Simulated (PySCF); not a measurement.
## A survey of ²⁹Si NMR shifts

- shieldings: GIAO PBE0/pcSseg-1
- GFN2-xTB geometry
- code: PySCF
- one computed conformer, relativity neglected, rapidly exchanging positions averaged, no solvent

Shieldings were converted by a linear fit to measured shifts: ²⁹Si: δ = 279.94 − 0.822σ (rms 8.9 ppm, 72 shifts, 25.8 ppm with the 6 outliers that the fit left out vs TMS, solution or neat liquid). A few per cent of atoms miss by over 2 rms, more outside the fitted compound classes.

Question: Give the ²⁹Si shifts of `O=C[SiH2]/C([SiH3])=C\C(F)(F)F`, `C#C/C([SiH3])=C/S[SiH2]Cl`, `CC#C[Si@@](F)([SiH3])CCl`, `COc1cnn([SiH3])n1`.

Answer: 
| compound | environment | δ (ppm) |
| --- | --- | --- |
| [O:1]=[CH:2][SiH2:3]/[C:4]([SiH3:5])=[CH:6]\[C:7]([F:8])([F:9])[F:10] | Si5: silicon bonded to C, 3 H | -55.2 |
| [O:1]=[CH:2][SiH2:3]/[C:4]([SiH3:5])=[CH:6]\[C:7]([F:8])([F:9])[F:10] | Si3: silicon bonded to 2 C, 2 H | -57.3 |
| [CH:1]#[C:2]/[C:3]([SiH3:4])=[CH:5]/[S:6][SiH2:7][Cl:8] | Si7: silicon bonded to Cl, S, 2 H | -11.4 |
| [CH:1]#[C:2]/[C:3]([SiH3:4])=[CH:5]/[S:6][SiH2:7][Cl:8] | Si4: silicon bonded to C, 3 H | -69.1 |
| [CH3:1][C:2]#[C:3][Si@@:4]([F:5])([SiH3:6])[CH2:7][Cl:8] | Si4: silicon bonded to 2 C, F, Si | -7.5 |
| [CH3:1][C:2]#[C:3][Si@@:4]([F:5])([SiH3:6])[CH2:7][Cl:8] | Si6: silicon bonded to Si, 3 H | -102.5 |
| COc1cnn([SiH3])n1 | silicon bonded to N, 3 H | -44.4 |

Question: Order these by ²⁹Si shift, lowest first.
A. N[SiH2]NC=O
B. O[SiH2]/C(=C\C(F)F)CCF
C. OCC[SiH2]O/C=C\F
D. C=COC[SiH](Cl)Cl

Answer: A (-40.1 ppm, silicon bonded to 2 N, 2 H), B (-30.1 ppm, silicon bonded to C, O, 2 H), C (-17.3 ppm, silicon bonded to C, O, 2 H), D (0.9 ppm, silicon bonded to C, 2 Cl, H).
